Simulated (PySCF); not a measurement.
**Zr²⁺ (zirconium, charge +2) across methods**

[Kr] 4d1 5p1, one real determinant (an excited configuration). Calculation: PySCF 2.14, in aug-cc-pVDZ-PP with ECP28MDF (5s5p4d2f, 54 functions); a scalar-relativistic core potential.

```csv
method,E (hartree),mean ε 4p β (eV),mean ε 4d α (eV),mean ε 5p α (eV),Σ⟨r²⟩ (bohr²),⟨S²⟩
PBE0,-45.7744,-53.051,-22.877,-14.657,35.16,2.000
r2SCAN,-45.7998,-51.654,-21.643,-14.133,35.13,2.001
CAM-B3LYP,-45.7413,-54.518,-24.224,-15.453,35.09,2.000
PBEsol,-45.6872,-50.712,-21.312,-14.121,35.02,2.000
TPSSh,-45.7767,-51.909,-22.068,-14.288,35.15,2.000
PBE,-45.7819,-50.858,-21.441,-14.157,35.01,2.000
LDA,-45.6307,-50.747,-21.286,-14.154,35.01,2.000
HSE06,-45.7738,-52.630,-22.465,-14.305,35.14,2.000
UHF,-45.41410,-58.473,-26.460,-15.708,36.12,2.001
```

⟨L²⟩ = 8.02 against 12 for a pure F term, so this real determinant mixes terms. Energies and moments cover only the electrons outside the core potential.
